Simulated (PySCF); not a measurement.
**Fractional electron number in Re (rhenium, neutral)**

The 6s beta orbital of [Xe] 4f14 5d5 6s2 is emptied in steps (occupation f), with all orbitals relaxed, ending at [Xe] 4f14 5d5 6s1. All numbers are calculated (PySCF 2.14, scalar relativity through the core potential, in def2-TZVPPD with the def2 core potential (60 electrons) (6s5p3d2f1g, 59 functions)). The exact energy is a straight line in f; departures are measured from the line between the end points of the same method.

```
  f  UHF (eV)  LDA (eV)  PBE (eV)
  1     0.000     0.000     0.000
0.9     0.014    -0.267    -0.255
0.7     0.032    -0.625    -0.598
0.5     0.037    -0.746    -0.715
0.3     0.030    -0.628    -0.601
0.1     0.012    -0.268    -0.251
  0     0.000     0.000     0.000
```

Problem. For UHF, how does the orbital energy at f = 1 compare with the removal energy?

Solution. −ε = 6.063 eV against a total-energy difference of 5.902 eV. By Janak's theorem ε = ∂E/∂f, so the gap between them reflects the curvature. Along the path −ε is 6.025 (f = 0.9), 5.957 (f = 0.7), 5.896 (f = 0.5), 5.841 (f = 0.3), 5.791 (f = 0.1) eV.

| method | E(f=0) − E(f=1) (eV) | −ε at f=1 (eV) | −ε at f=0.5 (eV) |
| --- | --- | --- | --- |
| UHF | 5.902 | 6.063 | 5.896 |
| LDA | 8.027 | 5.068 | 8.018 |
| PBE | 7.539 | 4.712 | 7.525 |

Reference removal energy between the ground levels: 7.834 eV (measured; NIST Atomic Spectra Database, ionization energies). UHF lacks correlation.
